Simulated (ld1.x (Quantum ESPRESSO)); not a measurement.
## neodymium: what ld1.x (Quantum ESPRESSO) 7.5 does with a changed input

Command:

```bash
ld1.x < Nd.in > Nd.out
```

Input:

```
&input
   title='Nd', zed=60., rel=2, dft='REVPBE', iswitch=3,
   config='[Xe] 4f4 5d0 6s2 6p0',
   nld=4, rlderiv=4.45, eminld=-2.0, emaxld=5.0, deld=0.02
 /
 &inputp
   pseudotype=2, tm=.true., lloc=1,
   nlcc=.true., new_core_ps=.true., rcore=0.80,
   file_pseudopw='Nd.UPF', file_wfcaegen='ae.wfc', file_wfcncgen='nc.wfc', file_beta='beta', file_chi='chi'
 /
4
6S  1  0   2.00   0.00  4.10  4.10  0.0
5D  3  2   0.00   0.00  2.25  2.25  0.0
4F  4  3   4.00   0.00  1.05  1.05  0.0
6P  2  1   0.00   0.00  3.70  3.70  0.0
 &test
   configts(1)='4f4 5d0 6s2 6p0'
 /
```

Output (end):

```

      Generating local pot.: lloc=1, j= 0.50, matching radius rcloc =   3.7000

      Generating local pot.: lloc=1, j= 1.50, matching radius rcloc =   3.7000

      Computing core charge for nlcc:

       r > 0.80 : true rho core
      Core charge pseudized with two Bessel functions
      Integrated core pseudo-charge :  35.53

     Fully relativistic calculation: |psi|^2

     Wfc 6S LC norm =  0.99997729 SC norm =  0.00002172 missing  0.00000099

     Wfc 5D LC norm =  0.99995094 SC norm =  0.00004905 missing  0.00000001

     Wfc 5D LC norm =  0.99995411 SC norm =  0.00004464 missing  0.00000125

     Wfc 4F LC norm =  0.99963213 SC norm =  0.00036787 missing  0.00000000

     Wfc 4F LC norm =  0.99964051 SC norm =  0.00035942 missing  0.00000007

      Wfc   6S  rcut= 4.078  Using Troullier-Martins method

      Wfc   5D  rcut= 2.238  Using Troullier-Martins method

      Wfc   5D  rcut= 2.238  Using Troullier-Martins method

      Wfc   4F  rcut= 1.057  Using Troullier-Martins method

      Wfc   4F  rcut= 1.057  Using Troullier-Martins method

     ------------------- End of pseudopotential generation -------------------

 state nlj           4           3   2.5000000000000000       not converged
 state nlj           4           3   3.5000000000000000       not converged
     Computing logarithmic derivative in   4.42347

 %%%%%%%%%%%%%%%%%%%%%%%%%%%%%%%%%%%%%%%%%%%%%%%%%%%%%%%%%%%%%%%%%%%%%%%%%%%%%%
     Error in routine run_pseudo (1):
     Errors in PS-KS equation
 %%%%%%%%%%%%%%%%%%%%%%%%%%%%%%%%%%%%%%%%%%%%%%%%%%%%%%%%%%%%%%%%%%%%%%%%%%%%%%

     stopping ...
```

Task: This input was made by a single change from one that runs to its end. What was changed?

Result: The change: rel changed from 1 to 2. The program stops in the test that follows the generation: "run_pseudo: Errors in PS-KS equation".
